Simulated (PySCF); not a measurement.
Spinor energies of Mg²⁺ (magnesium, charge +2)

Start: [Ne]. Calculated with PySCF 2.14 in x2c-QZVPPall-2c (9s7p5d2f, 69 functions): generalised Hartree-Fock with the X2C-1e Hamiltonian and a Gaussian nucleus; one run each with spin-orbit coupling (SO) switched off, then screened by Boettger's factors.

```tsv
spinor shell	electrons	ε, spin-free (eV)	ε, screened SO (eV)	weight of nominal j (screened SO)	rms radius, screened SO (bohr)
1s1/2	2	-1356.6	-1356.6	1.000	0.151
2s1/2	2	-122.34	-122.34	1.000	0.754
2p1/2	2	-81.783	-81.999	1.000	0.765
2p3/2	4	-81.783	-81.675	1.000	0.768
```

```
   quantity   spin-free  screened SO
E (hartree)  -199.13670   -199.13675
        M_J           0            0
       ⟨J²⟩       0.000        0.000
       ⟨L²⟩       0.000        0.000
       ⟨S²⟩       0.000        0.000
```

Without spin-orbit coupling the j labels of p, d and f shells carry no meaning; the spin-free column gives the mean over the occupied spinors of each nl shell.
